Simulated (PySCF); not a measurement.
Work out the structure from these simulated measurements.

Elements present: C, F, H, N and Si. Monoisotopic mass: 127.0254 u.

* NMR, other nuclei: isotropic shieldings of nuclei other than C and H, by class: -71 (1 N), 413 (1 F), 355 (1 Si) ppm [GIAO PBE0/pcSseg-1]
* 13C NMR: chemical shifts (computed TMS as zero) by class: 164.4 (1 C), 146.1 (1 C), 129.9 (1 C), 120.5 (1 C), 117.5 (1 C) ppm [GIAO PBE0/pcSseg-1]
* Polarisability: 94.8 au [B3LYP/def2-SVPD]
* Rotational structure: rotational constants A, B, C: 2.298, 1.174, 0.784 GHz [GFN2-xTB]
* Dipole: 4.15 D [B3LYP/def2-SVPD]
* Triplet: lowest triplet excitation (Tamm–Dancoff): 2.78 eV [TDA B3LYP/def2-SVPD]
* 1H NMR: chemical shifts (computed TMS as zero) by class: 7.55 (1 H), 5.89 (1 H), 5.85 (1 H), 5.59 (2 H), 5.48 (1 H) ppm [GIAO PBE0/pcSseg-1]

Gas-phase values; electronic properties from PySCF, density fitting. Levels stand in brackets. Isolated species at its GFN2-xTB geometry (one conformer only). NMR classes are plain means over equivalent atoms (diastereotopic ones count apart unless rotation or inversion swaps them), as if these changed places fast.

Task: Which formula fits the mass and the elements?

Result: C5H6FNSi (calculated 127.0254). No other formula that holds each of these elements comes within 0.0003 u with a fitting electron parity and a possible valence count.

Task: Give a SMILES that accounts for the data.

Result: Numbering: `[CH2:1]=[CH:2]/[C:3](=[CH:4]\[C:5]#[N:6])[SiH2:7][F:8]`. Its formula, C5H6FNSi, gives 4 degrees of unsaturation: 0 rings and 4 π bonds in the structure found. 5 carbons fall into 5 classes; from least to most shielded: fully substituted alkene carbon [C3] (164.4 ppm), alkene CH carbon [C2] (146.1 ppm), terminal =CH2 carbon [C1] (129.9 ppm), nitrile carbon [C5] (120.5 ppm), alkene CH carbon [C4] (117.5 ppm). Hydrogen classes from least to most shielded: 1 H on an alkene CH carbon, C2 (7.55 ppm), 1 H on a terminal =CH2 carbon, C1 (5.89 ppm), 1 H on an alkene CH carbon, C4 (5.85 ppm), 2 H on a fluorine-bound silicon, Si7 (5.59 ppm), 1 H on a terminal =CH2 carbon, C1 (5.48 ppm). The other shieldings belong to: -71 ppm, nitrile nitrogen [N6]; 413 ppm, silicon-bound fluorine [F8]; 355 ppm, fluorine-bound silicon [Si7]. The optimised geometry has point group Cs and is an asymmetric top. Structure: `C=C/C(=C\C#N)[SiH2]F`. Computed isomers that give other values at the same levels: `N#CC(/C=C\F)=C/[SiH3]` (1H chemical shifts (computed TMS as zero) by class: 6.99 (1 H), 6.89 (1 H), 5.53 (1 H), 4.25 (3 H) ppm); `N#CC1=CC[Si@H](F)C1` (13C chemical shifts (computed TMS as zero) by class: 156.6 (1 C), 122.6 (1 C), 120.8 (1 C), 24.8 (1 C), 24.5 (1 C) ppm); `C#C[SiH2][C@](C)(F)C#N` (13C chemical shifts (computed TMS as zero) by class: 123.5 (1 C), 108.3 (1 C), 82.7 (1 C), 82.6 (1 C), 26.2 (1 C) ppm). The assignments are read from this structure; whether some other isomer fits the data as well wasn't checked.

The values belong to the conformer `[CH2:1]=[CH:2]/[C:3](=[CH:4]\[C:5]#[N:6])[SiH2:7][F:8]`: C1–C2–C3–C4 180°, C2–C3–Si7–F8 180°.
